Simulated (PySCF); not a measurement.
Species: C₃H₅FSe.
Cartesian coordinates in Å at the PBE0-D3(BJ)/def2-SVP level; atoms count from 1:
```xyz
10
C3H5FSe angstrom
C      2.2295    0.1343    0.1410
C      0.9503    0.5026    0.1161
F      0.4818    1.4107    0.9743
Se    -0.3298   -0.0972   -1.1473
C     -1.8228   -0.2593    0.0879
H      2.9237    0.6251    0.8269
H      2.5921   -0.6463   -0.5266
H     -1.9645    0.6920    0.6149
H     -1.6518   -1.0762    0.8005
H     -2.7098   -0.4777   -0.5215
```

Level of theory: PBE0-D3(BJ)/def2-SVP geometry optimisation, gas phase (PySCF 2.14.0).

Take the most abundant isotopes and a rigid rotor. The values belong to one conformer with, in the numbering `[CH2:1]=[C:2]([F:3])[Se:4][CH3:5]`, C1–C2–Se4–C5 141°.

What are A, B and C (MHz)?

Ia = 95.76, Ib = 204.93, Ic = 274.54 u·Å²; 505379 MHz·u·Å²/I gives A = 5277, B = 2466, C = 1841 MHz.

Classify the top.

An asymmetric top; Ray's κ = -0.636.

Is it planar, by Δ = Ic − Ia − Ib?

Not planar: Δ = Ic − Ia − Ib = -26.15 u·Å². For a rigid frame Δ = −2 Σ m c², so Σ m c² = 13.08 u·Å² lies off the ab plane: 3.62 from hydrogen and 9.45 from heavier atoms. The atom farthest from that plane is 1.61 Å away.

Give the other two planar moments, Paa and Pbb, and the rms extents of the mass along the axes.

Paa = Σ m a² = (Ib + Ic − Ia)/2 = 191.86 and Pbb = Σ m b² = (Ia + Ic − Ib)/2 = 82.69 u·Å². With the mass M = 139.95 u, the rms extents √(P/M) along a, b and c are 1.17, 0.77, 0.31 Å.

Which types of transition are allowed, and where do some lines up to J = 3 fall?

The dipole components are |μa| = 0.58 D, |μb| = 0.23 D, |μc| = 0.78 D. The squared components, which scale the intensities, stand as 0.54 : 0.08 : 1.00 (a : b : c). Some lines, for components of 0.1 D or more:

```tsv
type	branch	J(Ka,Kc)	MHz	lower level (cm⁻¹)
a	Q	3(2,1) ← 3(2,2)	453	1.279
c	Q	2(1,2) ← 2(0,2)	2279	0.428
a	R	1(0,1) ← 0(0,0)	4307	0.000
b	R	3(1,2) ← 2(2,1)	5361	0.848
c	R	1(1,0) ← 0(0,0)	7744	0.000
b	R	3(0,3) ← 2(1,2)	10282	0.504
c	R	2(1,1) ← 1(0,1)	12676	0.144
a	R	3(2,2) ← 2(2,1)	12921	0.848
a	R	3(2,1) ← 2(2,0)	13280	0.851
b	R	3(1,3) ← 2(0,2)	14208	0.428
b	R	2(2,1) ← 1(1,0)	17673	0.258
c	R	2(2,0) ← 1(1,0)	17766	0.258
c	R	3(2,2) ← 2(1,2)	23231	0.504
c	R	3(3,1) ← 2(2,1)	28595	0.848
```

Stationary, but not proved a minimum. No vibrational averaging or centrifugal distortion is included, and the geometry carries the error of its method. A rigid rotor knows nothing of internal rotation, which can split or shift real lines.
